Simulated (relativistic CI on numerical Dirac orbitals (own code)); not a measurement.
Results of a calculation; reference values are marked as such.
## Quantum defects of the ns series of Sc2+

Problem. The ns 2S levels with J = 1/2 of Sc2+ lie at 4s: 25539.3, 5s: 114862.5, 6s: 149194.0, 7s: 166157.2 cm⁻¹ (Sugar and Corliss, J. Phys. Chem. Ref. Data 9, 473 (1980)), and the ionisation limit at 199677.4 cm⁻¹ (NIST ASD). Find the quantum defects and predict 8s.

Working.
1. The outer electron sees the charge z = 3; R = 109735.98 cm⁻¹ for this mass. The binding energy T = limit − E defines n* = z√(R/T).
2. Values: 4s: T = 174138.1, n* = 2.3815, δ = n − n* = 1.6185; 5s: T = 84814.9, n* = 3.4124, δ = n − n* = 1.5876; 6s: T = 50483.4, n* = 4.4230, δ = n − n* = 1.5770; 7s: T = 33520.2, n* = 5.4280, δ = n − n* = 1.5720.
3. With δ held at 1.5720: E(8s) = limit − Rz²/(8 − δ)² = 175775.3 cm⁻¹.
4. The Ritz form δ = δ₀ + a/n*² through the last two members has a = 0.2903 and δ₀ = 1.5621, so with n* ≈ 8 − 1.5720, δ(8) = 1.5691 and E = 175796.4 cm⁻¹.

Check. The measured level is 175795.7 cm⁻¹ (δ = 1.5692), so the two predictions miss by -20.4 and 0.7 cm⁻¹. The defect is large because this electron penetrates the core.
